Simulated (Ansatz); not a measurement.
Geometry optimisation, DFT PBE-D3(BJ), scalar-relativistic, plane waves, PAW in Ansatz 0.2.0.

input.yaml

```yaml
crystal:
  lattice:
    - [5.9, 0.0, 0.0]
    - [2.95, 5.10955, 0.0]
    - [0.0, 0.0, 15.6846]
  atoms:
    - { symbol: Ti, position: [0.0, 0.0, 0.0637568] }
    - { symbol: Ti, position: [0.5, 0.0, 0.0637568] }
    - { symbol: Ti, position: [0.0, 0.5, 0.0637568] }
    - { symbol: Ti, position: [0.5, 0.5, 0.0637568] }
    - { symbol: Ti, position: [-0.1666667, 0.3333333, 0.2130944] }
    - { symbol: Ti, position: [0.3333333, 0.3333333, 0.2130944] }
    - { symbol: Ti, position: [-0.1666667, 0.8333333, 0.2130944] }
    - { symbol: Ti, position: [0.3333333, 0.8333333, 0.2130944] }
    - { symbol: Ti, position: [0.0, 0.0, 0.3624319] }
    - { symbol: Ti, position: [0.5, 0.0, 0.3624319] }
    - { symbol: Ti, position: [0.0, 0.5, 0.3624319] }
    - { symbol: Ti, position: [0.5, 0.5, 0.3624319] }
    - { symbol: Br, position: [0.8444211, 0.3417037, 0.5148107] }
basis:
  ecutwfc: 420.0
kpoints:
  mp_grid: { grid: [4, 4, 1] }
hamiltonian:
  xc: pbe
  dispersion: d3bj
  pseudopotentials: { kind: paw, azcp: { folder: soft_1 } }
scf:
  occupations: { method: fermi_dirac, width: 0.15 }
  lower_state_search: "off"
relax:
  f_tol: 0.03
  max_steps: 60
  adjacent_minimum: "off"
  constraints: [{ sites: [0, 1, 2, 3] }]
```

Command:

```bash
$ ansatz run input.yaml --threads 4 --pin off --max-ram 10240MiB --backend cpu --events-out ev --progress --plain --runs-dir out
```

Problem. Where does it end, and by what steps?

Solution. The run converged. Limits of this set-up: coarse k mesh, thin slab, slab without dipole correction, odd electron count without spin. After 5 steps the energy has fallen by 0.703 eV; Br13 moved furthest, 0.62 Å.

| step | energy less start (eV) | largest force component (eV/Å) | accepted |
| --- | --- | --- | --- |
| 0 | 0.0000 | 1.514 | yes |
| 1 | -0.3474 | 1.078 | yes |
| 2 | -0.5672 | 0.317 | yes |
| 3 | -0.6914 | 0.207 | yes |
| 4 | -0.7024 | 0.059 | yes |
| 5 | -0.7032 | 0.008 | yes |

```xyz
13
Lattice="5.9000 0.0000 0.0000 2.9500 5.1095 0.0000 0.0000 0.0000 15.6846" Properties=species:S:1:pos:R:3
Ti 0.000 0.000 1.000
Ti 2.950 0.000 1.000
Ti 1.475 2.555 1.000
Ti 4.425 2.555 1.000
Ti 0.000 1.703 3.269
Ti 2.950 1.725 3.161
Ti 1.494 4.247 3.161
Ti 4.406 4.247 3.163
Ti -0.002 -0.054 5.472
Ti 2.951 0.001 5.256
Ti 1.522 2.582 5.470
Ti 4.377 2.580 5.472
Br 5.904 1.705 7.466
```

The run took 39 s on 4 threads of AMD EPYC 7B13 (Zen 3) (shared host), peak memory 1.3 GiB.
